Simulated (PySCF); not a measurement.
PySCF input file for ethyl(prop-1-ynyl)silane (C5H10Si), SMILES CC#C[SiH2]CC, PBE/pcSseg-1. Geometry: TPSSh-D3(BJ)/def2-SVP. The values are those of a single conformer.

```python
import numpy as np
from pyscf import gto, scf, dft
from pyscf.prop.nmr import rks as nmr

mol = gto.M(
    atom='''
    C     3.27788064   -0.71414690   -0.62600588
    C     2.00053552   -0.16883188   -0.18525691
    C     0.93178992    0.29349870    0.18948975
    Si   -0.69706258    0.95083647    0.71526913
    C    -2.07021519    0.23412356   -0.36952633
    C    -2.15003389   -1.29878419   -0.35204817
    H     3.78708654   -0.01913049   -1.31318654
    H     3.94583804   -0.89430278    0.23186143
    H     3.13725808   -1.67141201   -1.15365209
    H    -0.68334886    2.43739884    0.61425178
    H    -0.92564334    0.58175368    2.14170382
    H    -1.90821531    0.59819051   -1.39984430
    H    -3.02673141    0.67634187   -0.03585613
    H    -2.34750780   -1.67917870    0.66356302
    H    -2.95525011   -1.66795097   -1.00780738
    H    -1.20435173   -1.74857622   -0.69471633
    ''',
    basis='pcSseg-1',
    charge=0,
    spin=0,
    max_memory=1600,
    verbose=3,
)
mf = dft.RKS(mol, xc='pbe')
mf.grids.level = 3
mf.conv_tol = 1e-10
mf.max_cycle = 100
mf.kernel()
n = nmr.NMR(mf)
n.verbose = 2
n.max_cycle_cphf = 60
sigma = n.kernel()
print('atom   isotropic/ppm   span/ppm')
for i, s in enumerate(sigma):
    w = np.linalg.eigvalsh((s + s.T) / 2)
    print(f'{mol.atom_symbol(i):2s}{i + 1:3d} {w.mean():14.3f} {w[2] - w[0]:11.3f}')
```

Program output:

```
converged SCF energy = -485.539794875249
atom   isotropic/ppm   span/ppm
C   1        173.248      29.659
C   2         68.117     287.114
C   3        100.727     251.566
Si  4        400.751      77.332
C   5        171.089      11.119
C   6        168.436      21.495
H   7         29.185      11.135
H   8         29.153      11.142
H   9         29.173      10.971
H  10         26.800       8.862
H  11         26.959       8.234
H  12         30.355       9.619
H  13         30.578      11.245
H  14         30.302       9.772
H  15         29.847      12.030
H  16         29.869       9.797
```

The calculation finished and met its thresholds.

Cost: very roughly 40 core-seconds.
